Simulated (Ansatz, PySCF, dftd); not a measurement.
Species: CH$_{2}$NO, charge 0, doublet. CH2NO (SMILES [NH]C=O, doublet).
B3LYP-D3(BJ)/def2-TZVP minimum from Ansatz (a quantum-chemistry and plane-wave program):
```xyz
5

N     -1.0726     0.2423     0.4370
C      0.2320     0.2797    -0.0282
O      0.9000    -0.6726    -0.3319
H     -1.7207     0.6880    -0.2209
H      0.6363     1.3187    -0.0132
```
Charge 0, spin multiplicity 2.

Quantity: enthalpy of formation at 298 K (by atomisation, with ideal-gas terms from PySCF's Hessian at B3LYP-D3(BJ)/def2-TZVP and the atoms' measured values of the G2/97 table; no spin-orbit terms), in kJ/mol. Open shells are spin-unrestricted; no spin-orbit coupling. Correlated methods leave the cores frozen. Rows without X2C or -DK are non-relativistic. CBS(X,Y): correlation extrapolated as X^-3, Hartree-Fock from the larger set. A bracket is a step between two methods taken in the basis named. Functionals run without relativity, which enters their misses. 'core' is core correlation in cc-pwCVTZ, 'X2C' scalar relativity in cc-pVTZ-DK, both at CCSD(T). Where a partner has so few electrons that a lower coupled-cluster level is exact, that level stands in.

```tsv
level	program	enthalpy of formation at 298 K (kJ/mol)	difference against the last row
HF/cc-pVTZ	Ansatz	750.7	678.4
r2SCAN-D3(BJ)/def2-TZVPD	Ansatz + dftd3	50.0	-22.3
r2SCAN/def2-TZVPD	Ansatz	51.3	-21.0
B3LYP-D3(BJ)/def2-TZVPD	Ansatz + dftd3	47.7	-24.6
B3LYP/def2-TZVPD	Ansatz	56.9	-15.4
CAM-B3LYP-D4/def2-TZVPD	Ansatz + dftd4	47.4	-24.9
wB97X-V/def2-TZVPD	Ansatz	58.8	-13.5
wB97M-V/def2-TZVPD	Ansatz	60.3	-12.0
CCSD(T)/cc-pVTZ	Ansatz	147.0	74.7
CCSD(T)/cc-pVQZ	Ansatz	106.8	34.5
CCSD(T)/CBS(cc-pVTZ,cc-pVQZ) + core + X2C	Ansatz	76.4	4.1
CCSDT(Q)/cc-pVDZ	Ansatz	260.7	188.4
CCSD(T)/CBS(cc-pVTZ,cc-pVQZ) + [CCSDT(Q) - CCSD(T)]/cc-pVDZ + core + X2C	Ansatz	72.3	0.0
```
